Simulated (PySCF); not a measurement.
Species: C₆H₈O₃ (charge +1 and doublet state).
Z-matrix (Å and degrees, GFN2-xTB geometry), rows numbered from 1:
```
O 
C   1  1.1862
C   2  1.5416  1  121.30
C   3  1.5057  2  110.99  1   150.22
C   4  1.5100  3  110.51  2    55.47
C   5  1.5421  4  108.35  3   -59.37
C   6  1.5604  5  105.95  4   -75.47
O   7  1.1813  6  122.17  5    56.81
O   2  1.3336  1  121.96  3  -177.28
H   3  1.0908  2  107.56  1    26.17
H   3  1.0952  2  104.35  1   -88.68
H   4  1.0970  3  109.62  2   178.52
H   4  1.1038  3  110.89  2   -66.69
H   5  1.0904  4  112.16  3   179.46
H   5  1.0944  4  111.23  3    58.33
H   6  1.0952  5  112.17  4   163.05
H   7  1.1036  6  113.63  5  -124.30
```

The hyperfine couplings belong to this conformer and change with its torsions.

Identity: `O=C1CCC[C@@H](C=[O+])O1` [radical] (charge +1).

Computed with UKS B3LYP, pcH-1 on C H O, non-relativistic, mean-field spin-orbit, GIAO in PySCF 2.14.0. Geometry: GFN2-xTB, one conformer, isolated ion. The geometry wasn't refined by DFT: couplings that depend on bond lengths, twists or pyramidal angles can differ widely from those at the functional's own minimum, by a factor of two or more for some ions and for spin on atoms past the first row. Stability of the SCF solution: not tested.

Principal values of hyperfine tensors in MHz (contact and dipolar terms together), for some of the nuclei:

| atom | isotope | A1 | A2 | A3 |
| --- | --- | --- | --- | --- |
| H17 | 1H | 172.99 | 174.10 | 185.38 |
| H12 | 1H | 112.97 | 113.54 | 125.09 |
| H15 | 1H | 43.33 | 44.61 | 49.54 |
| C7 | 13C | -39.91 | -29.54 | -16.59 |
| H11 | 1H | 17.15 | 19.39 | 24.93 |
| C2 | 13C | -30.97 | -18.08 | -9.93 |
| O1 | 17O | -120.03 | 30.30 | 33.05 |
| O8 | 17O | -106.94 | 21.83 | 29.44 |

(1) Split each tensor into its isotropic and traceless parts, and turn a_iso into mT with g = 2.0045.

(2) What spin density at the nucleus of H15 lies behind its contact coupling (g_N = 5.58569)?

(3) H13 (1H, g_N = 5.58569) isn't in the table. Its spin density at the nucleus is 0.01612 bohr⁻³. What is its contact coupling?

(4) Name the largest traceless tensor T of the table and describe it.

(5) What first-order splitting does H12 cause when the field lies along A1, A2 or A3 of its tensor (g taken as isotropic, no quadrupole term)?

Answers

(1) a_iso is a third of the trace, T = A − a_iso, and a(mT) = a(MHz)/(g × 13.996).

| atom | a_iso (MHz) | a_iso (mT) | T1 | T2 | T3 |
| --- | --- | --- | --- | --- | --- |
| H17 | 177.49 | 6.326 | -4.50 | -3.39 | 7.89 |
| H12 | 117.20 | 4.178 | -4.23 | -3.66 | 7.89 |
| H15 | 45.83 | 1.633 | -2.49 | -1.22 | 3.71 |
| C7 | -28.68 | -1.022 | -11.23 | -0.86 | 12.09 |
| H11 | 20.49 | 0.730 | -3.34 | -1.10 | 4.44 |
| C2 | -19.66 | -0.701 | -11.31 | 1.58 | 9.73 |
| O1 | -18.89 | -0.673 | -101.14 | 49.19 | 51.94 |
| O8 | -18.56 | -0.661 | -88.38 | 40.39 | 47.99 |

(2) a_FC = 800.24 MHz bohr³ × g_N × ρ(0)/(2S). With a_FC = 45.83 MHz and 2S = 1, ρ(0) = 0.01025 bohr⁻³. In magnitude that is 3.2 % of the 1/π = 0.318 of a free hydrogen atom.

(3) By the same relation, a_FC = 72.1 MHz. Its full tensor has the principal values 65.21, 70.13, 80.82 MHz.

(4) O1: -101.1, 49.2, 51.9 MHz, nearly axial, close to the ratio +1:+1:−2, the form that spin in one p orbital centred on that nucleus gives (the nuclear moment is negative).

(5) 2 lines (I = 1/2), spaced by |A_i|/(g × 13.996): 4.03, 4.05, 4.46 mT along the axes of A1, A2 and A3.
